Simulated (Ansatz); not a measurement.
C3H7FGe (`[F][GeH]1[CH2]C[CH2]1`). Total charge 0; spin multiplicity 1. The structure was optimised at the PBE0-D4/def2-TZVP level.

```xyz
12

F     0.211    0.913    2.598
Ge   -0.014    1.025    0.869
C     1.212   -0.063   -0.210
C    -0.039   -0.632   -0.929
C    -1.180   -0.344    0.082
H    -0.224    2.525    0.595
H     1.687   -0.807    0.433
H     1.971    0.393   -0.843
H     0.051   -1.686   -1.203
H    -0.218   -0.075   -1.852
H    -2.151   -0.091   -0.339
H    -1.305   -1.159    0.799
```

Question: What is the dipole moment at B3LYP/def2-TZVPP? (An estimate is asked.)

Answer: The calculation gave: 2.42 D, with components (-0.25, -0.37, -2.37) D in this frame, pointing from negative to positive charge.

Question: And with PBE, r2SCAN, ωB97M-V? (Best estimate.)

Answer: Ansatz gave: PBE 2.32 D, r2SCAN 2.39 D, ωB97M-V 2.37 D.

Question: Give the Mulliken charges with B3LYP, r2SCAN, ωB97M-V in def2-TZVPP. (Estimate.)

Answer: The calculation gave: 
| atom | B3LYP | r2SCAN | ωB97M-V |
| --- | --- | --- | --- |
| F1 | -0.40 | -0.39 | -0.39 |
| Ge2 | 0.61 | 0.58 | 0.59 |
| C3 | -0.33 | -0.27 | -0.37 |
| C4 | -0.10 | 0.02 | -0.16 |
| C5 | -0.33 | -0.27 | -0.37 |
| H6 | -0.03 | -0.04 | 0.00 |
| H7 | 0.10 | 0.08 | 0.13 |
| H8 | 0.10 | 0.07 | 0.12 |
| H9 | 0.07 | 0.03 | 0.09 |
| H10 | 0.08 | 0.04 | 0.11 |
| H11 | 0.10 | 0.07 | 0.12 |
| H12 | 0.10 | 0.08 | 0.13 |

B3LYP here is the variant with VWN-RPA as its local correlation; programs differ in this.
